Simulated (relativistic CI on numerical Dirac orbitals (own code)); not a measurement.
**What each ingredient does to the levels of Sr¹⁴⁺**

Base calculation: Dirac-Coulomb-Breit CI, orbitals from a KLI potential per configuration, model QED, unscaled Slater integrals.

Configurations in the expansion (outside the closed core [Ne]): 3s²3p⁶3d⁶, 3s²3p⁵3d⁷, 3s²3p⁴3d⁸, 3s3p⁶3d⁷, 3p⁶3d⁸, 3s²3p⁶3d⁵4s, 3s²3p⁶3d⁵4p, 3s3p⁵3d⁸, 3s²3p⁶3d⁵4d, 3s²3p⁶3d⁴4s², 3s²3p⁶3d⁵4f, 3s²3p⁶3d⁴4s4p, 3s²3p⁵3d⁶4s, 3s²3p⁶3d⁵5s, 3s²3p⁶3d⁴4p², 3s²3p⁴3d⁷4s, 3s²3p⁶3d⁵5p, 3s²3p⁶3d⁴4s4d, 3s²3p⁵3d⁶4p, 3s²3p⁴3d⁷4p, 3s²3p⁶3d⁵5d, 3s²3p⁶3d⁴4p4d, 3s²3p⁶3d⁵5g, 3s²3p⁶3d⁵6s, 3s3p⁶3d⁶4s, 3s²3p⁶3d⁵6d, 3s3p⁶3d⁵4s², 3p⁶3d⁷4s, 3p⁶3d⁷4p, 3p⁶3d⁷4d, 3s3p⁶3d⁶5s. Levels of other configurations are missing.

Variants: (1) P86 correlation estimate; (2) only the first 3 configurations; (3) one mean potential for all configurations. Shifts of the energy above 3s²3p⁶3d⁶ ⁵D4, in cm⁻¹, for the lowest level and the first level of each name with at least 55 % of one term (blank where a level changes its place among those of its configuration and J or its character, or is not in the variant):

| Level | Base | Δ(1) | Δ(2) | Δ(3) |
| --- | --- | --- | --- | --- |
| 3s²3p⁶3d⁶ ⁵D4 | 0.0 | 0.0 | 0.0 | 0.0 |
| 3s²3p⁶3d⁶ ⁵D3 | 8257.8 | 0.0 | -13.6 | +6.4 |
| 3s²3p⁶3d⁶ ⁵D2 | 11779.1 | +0.3 | +119.1 | +6.3 |
| 3s²3p⁶3d⁶ ⁵D1 | 14793.0 | +0.3 | +99.2 | +9.0 |
| 3s²3p⁶3d⁶ ⁵D0 | 16042.9 | +0.4 | +105.6 | +9.5 |
| 3s²3p⁶3d⁶ ³P2 | 55665.6 | +5.4 | +2846.6 | -8.3 |
| 3s²3p⁶3d⁶ ³H6 | 64153.3 | -6.9 | -733.4 | -7.1 |
| 3s²3p⁶3d⁶ ³H5 | 65356.8 | -5.7 | -550.2 | -9.7 |
| 3s²3p⁶3d⁶ ³F3 | 69659.5 | +0.4 | +957.0 | -7.3 |
| 3s²3p⁶3d⁶ ³F2 | 71970.4 | +1.3 | +1477.7 | -6.9 |
| 3s²3p⁶3d⁶ ³H4 | 73325.1 | -3.8 | +51.9 | -1.4 |
| 3s²3p⁶3d⁶ ³P0 | 77386.1 | +5.8 | +1938.4 | -3.4 |
| 3s²3p⁶3d⁶ ³P1 | 77635.1 | +5.2 | +2889.7 | +5.7 |
| 3s²3p⁶3d⁶ ³G5 | 82985.8 | -4.1 | -283.4 | -1.4 |
| 3s²3p⁶3d⁶ ³G4 | 87207.9 | -2.6 | -64.9 | -2.8 |
| 3s²3p⁶3d⁶ ³G3 | 89798.4 | -2.2 | +181.1 | -0.4 |
| 3s²3p⁶3d⁶ ³D2 | 95420.7 | +3.4 | +1231.2 | -9.3 |
| 3s²3p⁶3d⁶ ³D1 | 98671.2 | +3.0 | +867.8 | -6.7 |
| 3s²3p⁶3d⁶ ³D3 | 99128.6 | +2.7 | +791.1 | -7.3 |
| 3s²3p⁶3d⁶ ¹I6 | 102046.5 | -9.9 | -1350.1 | -4.3 |
| 3s²3p⁶3d⁶ ¹G4 | 106319.2 | -2.0 | -327.4 | -2.1 |
| 3s²3p⁶3d⁶ ¹S0 | 116398.5 | +6.5 | +1355.6 | +0.1 |

At this charge energies of transitions that change n are usually good to better than 1 %, and those within a shell (Δn = 0) to a few per cent. Terms inside the open d or f shell come out 10 to 20 % too wide with unscaled integrals.

Ionisation energy from the two ground configurations alone: base 499.525 eV; P86 correlation estimate 501.318 eV. The NIST ASD value (theoretical) is 499 eV.

LS names give the leading component of a level, which can be under half, so a name can repeat, a term be missing and a line seem to break the LS rules.
